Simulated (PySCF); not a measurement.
# What the settings do

Molecule: `InChI=1S/C7H4F2O/c8-5-1-2-7(10)4-6(9)3-5/h1-4H`; geometry GFN2-xTB.

Bonds (- single, = double, # triple, : aromatic): O1=C2 1.221 Å, C2:C3 1.468 Å, C3:C4 1.347 Å, C4:C5 1.423 Å, C5-F6 1.346 Å, C5:C7 1.353 Å, C7:C8 1.419 Å, C8-F9 1.350 Å, C8:C10 1.350 Å, C10:C2 1.459 Å. C3 carries H11; C4 carries H12; C7 carries H13; C10 carries H14.

All runs: PySCF 2.14, non-relativistic, gas phase unless a solvent (IEF-PCM) is named; grid level 2, GIAOs and SCF threshold 1e-9 unless changed. The yardstick, PBE0/pcSseg-1, gives these isotropic shieldings σ (ppm, equivalent atoms averaged): O1 -281.1, C2 4.0, C5 12.1, C4 54.2, C7 68.1, H11 24.47, H12 24.58.

Question: What do these inputs give? (1) CAM-B3LYP/IGLO-II; guess atom; level_shift 0.1; (2) B97-D/6-31G*; common gauge at [0, 0, 0]; max_cycle 93; (3) LDA/def2-SVP; damp 2.0; max_cycle 85; (4) PBE0/pcSseg-1; (5) PBE0/pcSseg-1; max_cycle 2; squeeze 0.5; altered: squeeze 0.5; (6) revPBE/3-21G; diis off; max_cycle 81

Answer: 
```tsv
run	outcome	functions	wall time	O1	C2	C5	C4	C7	H11	H12
1	converged	244	42 s	-264.8	0.0	9.7	52.2	67.6	25.06	25.22
2	converged	148	23 s	-239.3	115.7	128.8	140.7	156.6	7.99	9.10
3	converged	160	30 s	-269.2	17.6	25.5	67.1	79.9	24.43	24.44
4	converged	190	24 s	-281.1	4.0	12.1	54.2	68.1	24.47	24.58
5	not converged	190	3.8 s	–	–	–	–	–	–	–
6	not converged	98	42 s	–	–	–	–	–	–	–
```

Times are on 1 thread of an Arm Neoverse V2, shared host.

Question: Comment on the technical settings and failures.

Answer: 
- Run 1: The functional and orbital basis differ from the yardstick's, which in itself moves the values. The starting guess, level shift change the path of the SCF (14 cycles), not the solution, provided the same state is reached.
- Run 2: The functional and orbital basis differ from the yardstick's, which in itself moves the values. A common gauge origin replaces GIAOs; in a finite basis the shieldings then depend on that origin, the more so the further away the nucleus and the smaller the basis. The cycle limit changes the path of the SCF (15 cycles), not the solution, provided the same state is reached.
- Run 3: The functional and orbital basis differ from the yardstick's, which in itself moves the values. The damping, cycle limit change the path of the SCF (28 cycles), not the solution, provided the same state is reached.
- Run 5: One bond was set to 0.5 of its length. The SCF stopped after 2 cycles without meeting its threshold and the cycle limit at 2, so no response property followed.
- Run 6: The SCF stopped after 81 cycles without meeting its threshold, with DIIS switched off and the cycle limit at 81, so no response property followed.

Runs 2, 5, 6 were set up unsoundly or failed; their numbers aren't to be quoted as properties of the molecule.
